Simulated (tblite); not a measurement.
Isomers of C5H4F4O2. Computed values, GFN2-xTB/tblite, gas phase, harmonic and unscaled. Against measured fundamentals such values can be off by several per cent, at times by over 20. One conformer each.

Electronic energies: GFN2-xTB at the same geometries; isomer energies are rough at this level and their order can be wrong.

| SMILES | electronic energy, lowest = 0 (kJ/mol) |
| --- | --- |
| F/C=C\O/C=C(/F)OC(F)F | 162.2 |
| F[C@@H]1C=CO[C@H]1OC(F)(F)F | 0.0 |
| O=C1[C@@H](CF)O[C@@H]1C(F)(F)F | 122.5 |
| O=C1CO[C@@H]1[C@H](F)C(F)(F)F | 135.2 |

Problem. How do GFN2-xTB zero-point energies change the relative energies?

Solution. 
```csv
SMILES,ZPE (kJ/mol),of it from modes above 1550 cm⁻¹,electronic (kJ/mol),"with ZPE, lowest = 0 (kJ/mol)",lowest mode (cm⁻¹),rings
F[C@@H]1C=CO[C@H]1OC(F)(F)F,236.4,83.1,0.0,0.0,22,1
O=C1[C@@H](CF)O[C@@H]1C(F)(F)F,233.0,81.9,122.5,119.1,38,1
O=C1CO[C@@H]1[C@H](F)C(F)(F)F,232.3,81.6,135.2,131.2,27,1
F/C=C\O/C=C(/F)OC(F)F,230.0,93.8,162.2,155.8,13,0
```

The zero-point energies span 6.4 kJ/mol, from `F/C=C\O/C=C(/F)OC(F)F` to `F[C@@H]1C=CO[C@H]1OC(F)(F)F`. The order is unchanged.
